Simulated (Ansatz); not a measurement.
A series at Hf: from `[NH2][Hf]([Cl])([Cl])[Cl]`, ligands are replaced one by one, each step taking up H–F and setting free HCl; n counts the steps. Ansatz, PBE0-D4/def2-TZVP geometries. Each molecule was computed in one conformer, which needn't be the lowest.

| n | molecule | HOMO energy, ωB97M-V/def2-TZVPP (eV) |
| --- | --- | --- |
| 0 | `[NH2][Hf]([Cl])([Cl])[Cl]` | -10.63 |
| 1 | `[NH2][Hf]([F])([Cl])[Cl]` | ? |
| 2 | `[NH2][Hf]([F])([F])[Cl]` | -10.56 |
| 3 | `[NH2][Hf]([F])([F])[F]` | -10.51 |

Question: By hand: fit a straight line y = ȳ + b (n − n̄) to the 3 given rows and predict n = 1.

Answer: n̄ = 1.667, ȳ = -10.567; Σ(n − n̄)(y − ȳ) = 0.183, Σ(n − n̄)² = 4.667, so b = 0.039 eV a step. Prediction: -10.567 + (0.039) × (-0.667) = -10.59 eV.

Question: By hand: compare with the computed value, -10.59 eV, and give the steps along the whole series.

Answer: The line misses by 0.00 eV (computed minus predicted). Steps: 0.04, 0.03, 0.05 eV.

The steps differ by up to 0.02 eV without a steady trend. The highest orbital can change its character along such a series. The miss is 0.0 % of the series' range.
